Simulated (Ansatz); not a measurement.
`CC(C)(C)N([SiH3])[SiH3]` and `CC(C)(C)[O][Cu]` differ in one atom or group.

Ansatz, PBE0-D4/def2-TZVP geometries, multiplicity 1. 

Scalar relativity is left out up to krypton.

```json
{"property": "size of the dipole moment (B3LYP/def2-TZVPP) / D", "`CC(C)(C)N([SiH3])[SiH3]`": "1.53"}
{"property": "HOMO–LUMO gap (PBE0/def2-TZVPP) / eV", "`CC(C)(C)N([SiH3])[SiH3]`": "7.27"}
{"property": "LUMO energy (PBE0/def2-TZVPP) / eV", "`CC(C)(C)N([SiH3])[SiH3]`": "0.31"}
{"property": "HOMO energy (B3LYP/def2-TZVPP) / eV", "`CC(C)(C)N([SiH3])[SiH3]`": "-6.74"}
{"property": "LUMO energy (ωB97M-V/def2-TZVPP) / eV", "`CC(C)(C)N([SiH3])[SiH3]`": "1.93"}
{"property": "HOMO energy (ωB97M-V/def2-TZVPP) / eV", "`CC(C)(C)N([SiH3])[SiH3]`": "-9.23"}
```

Question: Give the same properties after the change, and the shifts. (An estimate is asked.)

Answer: Ansatz gave: 
```
                                        property  `CC(C)(C)[O][Cu]`  shift
size of the dipole moment (B3LYP/def2-TZVPP) / D               3.23   1.70
            HOMO–LUMO gap (PBE0/def2-TZVPP) / eV               3.76  -3.51
              LUMO energy (PBE0/def2-TZVPP) / eV              -2.50  -2.81
             HOMO energy (B3LYP/def2-TZVPP) / eV              -6.12   0.62
           LUMO energy (ωB97M-V/def2-TZVPP) / eV              -0.94  -2.87
           HOMO energy (ωB97M-V/def2-TZVPP) / eV              -8.62   0.61
```

With PBE0 the HOMO rises by 0.69 eV and the LUMO falls by 2.81 eV, so the gap narrows by about 3.50 eV. PBE moves the HOMO by 0.79 eV and ωB97M-V by 0.61 eV. Dipoles are sizes alone; their direction can turn.

B3LYP here is the variant with VWN-RPA as its local correlation; programs differ in this.
